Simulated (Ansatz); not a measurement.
Start from `CC(C)(C)[CH2][Sn]([F])([F])[F]` and change one atom or group to get `C=C(C)CC(C)(C)C`.

Ansatz, PBE0-D4/def2-TZVP geometries, multiplicity 1. Each molecule was computed in one conformer, which needn't be the lowest.

Elements past krypton have def2 core potentials.

```
                                          property  `CC(C)(C)[CH2][Sn]([F])([F])[F]`
               HOMO–LUMO gap (PBE/def2-TZVPP) / eV                              5.31
size of the dipole moment (ωB97M-V/def2-TZVPP) / D                              5.59
                 LUMO energy (PBE/def2-TZVPP) / eV                             -2.59
             HOMO energy (ωB97M-V/def2-TZVPP) / eV                            -11.42
               LUMO energy (B3LYP/def2-TZVPP) / eV                             -1.96
  size of the dipole moment (B3LYP/def2-TZVPP) / D                              5.70
```

Task: Give the same properties after the change, and the shifts. (An estimate is asked.)

Result: Ansatz gave: 
```tsv
property	`C=C(C)CC(C)(C)C`	shift
HOMO–LUMO gap (PBE/def2-TZVPP) / eV	5.24	-0.07
size of the dipole moment (ωB97M-V/def2-TZVPP) / D	0.46	-5.13
LUMO energy (PBE/def2-TZVPP) / eV	-0.63	1.96
HOMO energy (ωB97M-V/def2-TZVPP) / eV	-9.20	2.22
LUMO energy (B3LYP/def2-TZVPP) / eV	0.14	2.10
size of the dipole moment (B3LYP/def2-TZVPP) / D	0.47	-5.23
```

With PBE0 the HOMO rises by 2.28 eV and the LUMO rises by 1.99 eV, so the gap narrows by about 0.29 eV. PBE moves the HOMO by 2.03 eV and ωB97M-V by 2.22 eV. Dipoles are sizes alone; their direction can turn.

Positive LUMOs are unbound, so they and the gaps depend on the basis.

B3LYP here is the variant with VWN-RPA as its local correlation; programs differ in this.
